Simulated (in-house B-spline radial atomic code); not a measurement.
# Ag III (Ag2+): [Ar] 3d9 4s2 4p6 4d9 5s1 (an excited or competing configuration)

Method: non-relativistic TPSS, spin-polarised, spherical fractional occupations, point nucleus. Calculated with an all-electron radial atomic-structure program (B-spline basis).

Effective charges: Z_r = [3n² - l(l+1)]/(2<r>) from the radius, Z_e = n√(-2ε) from the energy, and Slater's rules. Values are occupation-weighted means over spin.

```csv
shell,electrons,ε (eV),<r> (bohr),Z_r,Z_e,Slater
1s,2,-24616,0.03238,46.33,42.54,46.70
2s,2,-3603.6,0.1404,42.75,32.55,42.85
2p,6,-3355.6,0.12,41.68,31.41,42.85
3s,2,-697.57,0.378,35.72,21.48,35.75
3p,6,-597.88,0.3696,33.82,19.89,35.75
3d,9,-415.93,0.3408,30.81,16.59,26.20
4s,2,-120.13,0.9203,26.08,11.89,20.10
4p,6,-87.879,0.9799,23.47,10.17,20.10
4d,9,-35.715,1.207,17.39,6.48,9.20
5s,1,-22.261,2.492,15.05,6.40,5.55
```

The least bound orbital is 5s up at -22.26 eV, and it is also the most diffuse (<r> = 2.492 bohr). The part-filled 3d shell lies below the filled 4p shell in orbital energy.
